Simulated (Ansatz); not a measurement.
(1) Predict a relaxed structure of `c1sc(-c2sc(-c3sc(-c4scc5c4OCCO5)c4c3OCCO4)c3c2OCCO3)c2c1OCCO2`, charge 0, singlet, at PBE-D4/def2-SVP (Ansatz).

## Answers

(1) 
```xyz
54

C     3.2320   -0.1234    6.1572
S     2.9079   -0.7238    4.5636
C     1.5431    0.3598    4.3365
C     0.7784    0.3479    3.1161
S     1.5651    0.0883    1.5642
C     0.0460    0.1758    0.6815
C    -0.0385   -0.0091   -0.7368
S    -1.5642    0.0286   -1.6127
C    -0.7804   -0.2532   -3.1617
C    -1.5488   -0.3426   -4.3770
S    -2.9289    0.7042   -4.6711
C    -3.2496   -0.0082   -6.2191
C    -2.3270   -0.9947   -6.5126
C    -1.3646   -1.1943   -5.4644
O    -0.4074   -2.1643   -5.5234
C    -0.2038   -2.6338   -6.8555
C    -1.5335   -2.9196   -7.5421
O    -2.3182   -1.7313   -7.6642
C     0.5965   -0.3820   -2.9894
C     1.0060   -0.2564   -1.6293
O     2.3121   -0.3461   -1.2360
C     3.2192   -0.1977   -2.3316
C     2.7565   -1.0137   -3.5330
O     1.4885   -0.5595   -4.0062
C    -0.9980    0.4262    1.5737
C    -0.5947    0.5114    2.9389
O    -1.4906    0.6783    3.9541
C    -2.7486    1.1632    3.4847
C    -3.2164    0.3843    2.2611
O    -2.3000    0.5463    1.1752
C     1.3647    1.1359    5.4804
C     2.3192    0.8505    6.5158
O     2.3125    1.5008    7.7182
C     1.5335    2.6988    7.6850
C     0.2075    2.4748    6.9698
O     0.4186    2.1107    5.6061
H     4.0697   -0.5031    6.7515
H    -4.0938    0.3190   -6.8351
H     0.3701   -1.8781   -7.4411
H     0.4028   -3.5576   -6.7777
H    -2.0954   -3.6886   -6.9620
H    -1.3722   -3.3000   -8.5699
H     4.2082   -0.5447   -1.9738
H     3.2969    0.8778   -2.6139
H     2.6942   -2.0918   -3.2557
H     3.4679   -0.9044   -4.3751
H    -2.6682    2.2466    3.2340
H    -3.4665    1.0449    4.3200
H    -3.3124   -0.6965    2.5158
H    -4.1975    0.7556    1.9060
H     1.3677    2.9973    8.7390
H     2.1030    3.5083    7.1712
H    -0.3741    1.6781    7.4897
H    -0.3943    3.4049    6.9609
```
 This is one stationary point.

Single mean-field runs in def2-SVP are fitted with def2-universal-jkfit.
